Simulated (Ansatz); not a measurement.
# Ligand exchange: GeH3Br + C5H10S → GeH3(SH) + C5H9Br

Gas-phase species: GeH3Br `[GeH3][Br]`, singlet; C5H10S (cyclopentanethiol) `SC1CCCC1`, singlet; GeH3(SH), singlet; C5H9Br (bromocyclopentane) `BrC1CCCC1`, singlet. The partners trade Br for SH: Ge–Br and C–SH bonds give way to Ge–SH and C–Br.

Shapes, held fixed at every level: PBE0-D4/def2-TZVP. Flexible molecules stand in one conformer, not always the lowest. Programs: Ansatz 0.2.0. The zero-point and thermal change to 298 K, harmonic and unscaled (PBE0-D4/def2-TZVP), is -0.8 kJ/mol.

Question: Estimate ΔH(298 K) of this reaction.

Answer: The highest level, CCSD(T)/def2-TZVPP, gives ΔH(298 K) = +29.5 kJ/mol; the levels span +29.5 to +41.3. The column of differences is taken from that level and isn't an error. No measured value is set beside it here. Relativity is left out for Br, Ge. Outer-core shells of Br, Ge are correlated, in sets that cover them unevenly.

```json
{"level": "HF/def2-TZVPP", "kind": "Hartree–Fock", "ΔH(298 K) (kJ/mol)": "+40.1", "less CCSD(T)/def2-TZVPP": "+10.6"}
{"level": "SPW92/def2-TZVPP", "kind": "LDA", "ΔH(298 K) (kJ/mol)": "+31.4", "less CCSD(T)/def2-TZVPP": "+1.9"}
{"level": "B3LYP-D4/def2-TZVPP", "kind": "global hybrid", "ΔH(298 K) (kJ/mol)": "+33.1", "less CCSD(T)/def2-TZVPP": "+3.6"}
{"level": "BHLYP-D4/def2-TZVPP", "kind": "global hybrid", "ΔH(298 K) (kJ/mol)": "+36.6", "less CCSD(T)/def2-TZVPP": "+7.1"}
{"level": "MP2/def2-SVP", "kind": "perturbation theory", "ΔH(298 K) (kJ/mol)": "+41.3", "less CCSD(T)/def2-TZVPP": "+11.8"}
{"level": "CCSD(T)/def2-SVP", "kind": "coupled cluster or CI", "ΔH(298 K) (kJ/mol)": "+40.3", "less CCSD(T)/def2-TZVPP": "+10.8"}
{"level": "CCSD/def2-TZVPP", "kind": "coupled cluster or CI", "ΔH(298 K) (kJ/mol)": "+30.9", "less CCSD(T)/def2-TZVPP": "+1.4"}
{"level": "CCSD(T)/def2-TZVPP", "kind": "coupled cluster or CI", "ΔH(298 K) (kJ/mol)": "+29.5", "less CCSD(T)/def2-TZVPP": "0.0"}
```
